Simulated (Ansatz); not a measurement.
Consider the redistribution: `[F][GaH][SH]` + `[SH][In]([SH])[Br]` → `[F][GaH][Br]` + `[SH][In]([SH])[SH]`.

Computed with Ansatz on PBE0-D4/def2-TZVP structures; ΔE is electronic, products minus reactants. CCSD(T)/CBS adds triple-zeta CCSD(T) − MP2 to the extrapolated MP2 energy (def2 sets, frozen cores). Functionals use def2-TZVPP. def2 core potentials past Kr. For Br, Ga, In outer-core shells are correlated without core-valence functions, which leaves a few kJ/mol of doubt a bond. Scalar relativity is left out up to krypton. Each species was taken in one conformer, which may not be the lowest.

`[F][GaH][SH]`:

Cartesian coordinates in Å:
```
F 1.185 -0.049 1.320
Ga 0.033 0.628 0.181
S -0.841 -0.869 -1.146
H -0.244 2.149 0.221
H -0.132 -1.859 -0.577
```

`[SH][In]([SH])[Br]`:

Cartesian coordinates in Å:
```
S -0.073 -0.348 -2.395
In -0.334 -0.204 -0.050
S 1.191 0.883 1.399
Br -2.324 -1.258 0.939
H 1.083 0.339 -2.379
H 0.457 0.587 2.485
```

`[F][GaH][Br]`:

```xyz
4

F    -0.267    1.444    0.933
Ga    0.070    0.106   -0.136
Br   -0.502   -1.910    0.725
H     0.699    0.361   -1.522
```

`[SH][In]([SH])[SH]`:

Cartesian coordinates in Å:
```
S 0.818 -2.125 0.674
In 0.004 0.001 -0.001
S -0.702 0.345 -2.243
S -0.103 1.784 1.565
H 0.639 -2.667 -0.543
H -1.036 1.628 -2.023
H 0.380 1.034 2.570
```

```
             level  ΔE (kJ/mol)  difference from CCSD(T)/CBS
         revPBE-D4         11.6                         -1.2
           BLYP-D4         12.3                         -0.5
        r2SCAN0-D4         11.9                         -0.9
            B2PLYP         11.2                         -1.6
      MP2/def2-SVP         16.4                          3.6
SCS-MP2/def2-TZVPP          8.9                         -3.9
    MP2/def2-QZVPP         10.3                         -2.5
      HF/CBS(def2)         11.5                         -1.3
     MP2/CBS(def2)         12.0                         -0.8
    CCSD/CBS(def2)         13.0                          0.2
       CCSD(T)/CBS         12.8                            0
```

Largest T1 diagnostic among the species: 0.014.

Leaving LDA and LC-ωPBE aside and taking each functional with its dispersion term where it has one, the values, not all of them listed here, spread over 2.8 kJ/mol, from PBE-QIDH to B97M-V. At CCSD(T), def2-SVP lies +3.3 kJ/mol from the extrapolated value and def2-TZVPP −3.5 kJ/mol.
